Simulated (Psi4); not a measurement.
C$_{2}$H$_{6}$ClGe (SMILES [CH3][Ge]([CH3])[Cl]), doublet, at a GFN2-xTB geometry; Psi4 with HF/def2-SVP.

Here is a job for Psi4.
```
memory 2 GB

molecule mol {
0 2
C    -1.462276   -1.385676   -0.241229
Ge    0.023470   -0.181358    0.511144
C     1.791753   -0.923851   -0.227615
Cl   -0.227278    1.623771   -0.662841
H    -2.441708   -0.973166   -0.024113
H    -1.387759   -2.382265    0.179661
H    -1.317974   -1.427427   -1.316897
H     1.659925   -1.039164   -1.299545
H     2.608376   -0.236180   -0.035796
H     2.014982   -1.885293    0.221440
}

set {
  basis def2-svp
  reference uhf
}

energy('scf')
print_variables()
```

Problem. Predict the main parts of the log of this Psi4 run.

Solution. 
```
   => Loading Basis Set <=

    Name: DEF2-SVP
    Role: ORBITAL
    Keyword: BASIS

         ---------------------------------------------------------
                                   SCF
               by Justin Turney, Rob Parrish, Andy Simmonett
                          and Daniel G. A. Smith
                              UHF Reference
         ---------------------------------------------------------

  ==> Geometry <==

    Molecular point group: c1
    Full point group: C1

    Geometry (in Angstrom), charge = 0, multiplicity = 2:

       Center              X                  Y                   Z               Mass
    ------------   -----------------  -----------------  -----------------  -----------------
         C           -1.454256055616    -1.440774612281    -0.289354382239    12.000000000000
         GE           0.031489944384    -0.236456612281     0.463018617761    73.921177761000
         C            1.799772944384    -0.978949612281    -0.275740382239    12.000000000000
         CL          -0.219258055616     1.568672387719    -0.710966382239    34.968852682000
         H           -2.433688055616    -1.028264612281    -0.072238382239     1.007825032230
         H           -1.379739055616    -2.437363612281     0.131535617761     1.007825032230
         H           -1.309954055616    -1.482525612281    -1.365022382239     1.007825032230
         H            1.667944944384    -1.094262612281    -1.347670382239     1.007825032230
         H            2.616395944384    -0.291278612281    -0.083921382239     1.007825032230
         H            2.023001944384    -1.940391612281     0.173314617761     1.007825032230

  Running in c1 symmetry.

  Rotational constants: A =      0.14516  B =      0.09305  C =      0.06969 [cm^-1]
  Rotational constants: A =   4351.70706  B =   2789.65469  C =   2089.10657 [MHz]
  Nuclear repulsion =  349.731866548220296

  Charge       = 0
  Multiplicity = 2
  Electrons    = 67
  Nalpha       = 34
  Nbeta        = 33

  ==> Algorithm <==

  SCF Algorithm Type is DF.
  DIIS enabled.
  MOM disabled.
  Fractional occupation disabled.
  Guess Type is SAD.
  Energy threshold   = 1.00e-06
  Density threshold  = 1.00e-06
  Integral threshold = 1.00e-12

  ==> Primary Basis <==

  Basis Set: DEF2-SVP
    Blend: DEF2-SVP
    Number of shells: 50
    Number of basis functions: 108
    Number of Cartesian functions: 114
    Spherical Harmonics?: true
    Max angular momentum: 2

   => Loading Basis Set <=

    Name: (DEF2-SVP AUX)
    Role: JKFIT
    Keyword: DF_BASIS_SCF

  ==> Integral Setup <==

  SCF_SUBTYPE=INCORE selected. In-core MEM_DF algorithm will be used.
  Using in-core AOs.

  ==> MemDFJK: Density-Fitted J/K Matrices <==

    J tasked:                   Yes
    K tasked:                   Yes
    wK tasked:                   No
    Algorithm:                 Core
    Schwarz Cutoff:           1E-12
    Mask sparsity (%):       2.0576
    Fitting Condition:        1E-10

   => Auxiliary Basis Set <=

  Basis Set: (DEF2-SVP AUX)
    Blend: DEF2-UNIVERSAL-JKFIT
    Number of shells: 184
    Number of basis functions: 652
    Number of Cartesian functions: 824
    Spherical Harmonics?: true
    Max angular momentum: 5

  Minimum eigenvalue in the overlap matrix is 7.2044657882E-03.
  Reciprocal condition number of the overlap matrix is 1.3467562027E-03.
    Using symmetric orthogonalization.

  ==> Pre-Iterations <==

  SCF Guess: Superposition of Atomic Densities via on-the-fly atomic UHF (no occupation information).

   -------------------------
    Irrep   Nso     Nmo
   -------------------------
     A        108     108
   -------------------------
    Total     108     108
   -------------------------

  ==> Iterations <==

                           Total Energy        Delta E     RMS |[F,P]|

   @DF-UHF iter SAD: -2608.79608283119660   -2.60880e+03   0.00000e+00
   @DF-UHF iter   1: -2612.59408802830467   -3.79801e+00   1.91015e-02 DIIS/ADIIS
   @DF-UHF iter   2: -2613.19581580475187   -6.01728e-01   1.49552e-02 DIIS/ADIIS
   @DF-UHF iter   3: -2613.64859875191723   -4.52783e-01   8.22734e-04 DIIS/ADIIS
   @DF-UHF iter   4: -2613.65383442443135   -5.23567e-03   2.14009e-04 DIIS/ADIIS
   @DF-UHF iter   5: -2613.65464753952210   -8.13115e-04   9.63494e-05 DIIS
   @DF-UHF iter   6: -2613.65487311415109   -2.25575e-04   3.70773e-05 DIIS
   @DF-UHF iter   7: -2613.65491372281213   -4.06087e-05   1.29901e-05 DIIS
   @DF-UHF iter   8: -2613.65491818839064   -4.46558e-06   4.95515e-06 DIIS
   @DF-UHF iter   9: -2613.65491879503816   -6.06648e-07   1.87241e-06 DIIS
   @DF-UHF iter  10: -2613.65491888524321   -9.02050e-08   8.11696e-07 DIIS
  Energy and wave function converged.

  ==> Post-Iterations <==

   @Spin Contamination Metric:   5.867711439E-03
   @S^2 Expected:                7.500000000E-01
   @S^2 Observed:                7.558677114E-01
   @S   Expected:                5.000000000E-01
   @S   Observed:                5.000000000E-01

    Orbital Energies [Eh]
    ---------------------

    Alpha Occupied:

[...]
      34A     -0.336627

    Alpha Virtual:

[...]
    Beta Occupied:

[...]
    Beta Virtual:

[...]
    Final Occupation by Irrep:
              A
    DOCC [    33 ]
    SOCC [     1 ]
    NA   [    34 ]
    NB   [    33 ]

  @DF-UHF Final Energy: -2613.65491888524321

   => Energetics <=

    Nuclear Repulsion Energy =            349.7318665482202960
    One-Electron Energy =               -4333.3841797492559635
    Two-Electron Energy =                1369.9973943157924623
    Total Energy =                      -2613.6549188852432053

  UHF NO Occupations:
  HONO-2 :   32  A 1.9993693
  HONO-1 :   33  A 1.9982461
  HONO-0 :   34  A 1.0000000
  LUNO+0 :   35  A 0.0017539
  LUNO+1 :   36  A 0.0006307
  LUNO+2 :   37  A 0.0002462
  LUNO+3 :   38  A 0.0001127

Computation Completed

Properties will be evaluated at   0.000000,   0.000000,   0.000000 [a0]

Properties computed using the SCF density matrix

 Multipole Moments:

 ------------------------------------------------------------------------------------
     Multipole            Electronic (a.u.)      Nuclear  (a.u.)        Total (a.u.)
 ------------------------------------------------------------------------------------

 L = 1.  Multiply by 2.5417464519 to convert [e a0] to [Debye]
 Dipole X            :         -0.8892320            1.0154524            0.1262205
 Dipole Y            :          6.0677781           -6.9761376           -0.9083595
 Dipole Z            :          6.5453268           -6.0932397            0.4520871
 Magnitude           :                                                    1.0224634

 ------------------------------------------------------------------------------------

  Variable Map:
  ----------------------------------------------------------------------------
[...]
  Array Variable Map:
  ----------------------------------------------------------------------------
[...]
[...]
```
